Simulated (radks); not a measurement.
Effect of the nuclear size on neutral bismuth, [Hg] 6p3. Method: Dirac Kohn-Sham, BLYP, spin-unpolarised, spherical densities, finite nucleus; open shells are shared between the two j in proportion to 2j + 1; Fermi nuclear charge, rms radius 5.5211 fm; computed with a radial shooting solver on a logarithmic mesh with Libxc functionals. The rms radius is varied about that value; shifts are against it.

[
 {"rms radius (fm)": "4.9359", "total energy shift (eV)": "-29.1", "density at nucleus (e/bohr^3)": "3.123e+06", "1s1/2 shift (meV)": "-11500", "2s1/2 shift (meV)": "-1770", "5s1/2 shift (meV)": "-22.1", "5p1/2 shift (meV)": "0.196", "6s1/2 shift (meV)": "-2.59", "6p1/2 shift (meV)": "0.178", "6p3/2 shift (meV)": "0.240"},
 {"rms radius (fm)": "5.2395", "total energy shift (eV)": "-14.2", "density at nucleus (e/bohr^3)": "3.041e+06", "1s1/2 shift (meV)": "-5640", "2s1/2 shift (meV)": "-867", "5s1/2 shift (meV)": "-10.8", "5p1/2 shift (meV)": "0.095", "6s1/2 shift (meV)": "-1.27", "6p1/2 shift (meV)": "0.087", "6p3/2 shift (meV)": "0.117"},
 {"rms radius (fm)": "5.5211", "total energy shift (eV)": "0", "density at nucleus (e/bohr^3)": "2.97e+06", "1s1/2 shift (meV)": "0.000", "2s1/2 shift (meV)": "0.000", "5s1/2 shift (meV)": "0.000", "5p1/2 shift (meV)": "0.000", "6s1/2 shift (meV)": "0.000", "6p1/2 shift (meV)": "0.000", "6p3/2 shift (meV)": "0.000"},
 {"rms radius (fm)": "5.9573", "total energy shift (eV)": "22.8", "density at nucleus (e/bohr^3)": "2.871e+06", "1s1/2 shift (meV)": "9060", "2s1/2 shift (meV)": "1390", "5s1/2 shift (meV)": "17.3", "5p1/2 shift (meV)": "-0.150", "6s1/2 shift (meV)": "2.04", "6p1/2 shift (meV)": "-0.140", "6p3/2 shift (meV)": "-0.188"},
 {"rms radius (fm)": "6.537", "total energy shift (eV)": "54.6", "density at nucleus (e/bohr^3)": "2.754e+06", "1s1/2 shift (meV)": "21700", "2s1/2 shift (meV)": "3330", "5s1/2 shift (meV)": "41.4", "5p1/2 shift (meV)": "-0.356", "6s1/2 shift (meV)": "4.87", "6p1/2 shift (meV)": "-0.334", "6p3/2 shift (meV)": "-0.450"}
]

Slopes of the eigenvalues against <r^2> in GHz/fm^2, as finite differences over the two radii next to the reference (eigenvalue slopes, not the field-shift constants of lines): 1s1/2 442000, 2s1/2 67900, 5s1/2 845, 5p1/2 -7.39, 6s1/2 99.4, 6p1/2 -6.82, 6p3/2 -9.18.
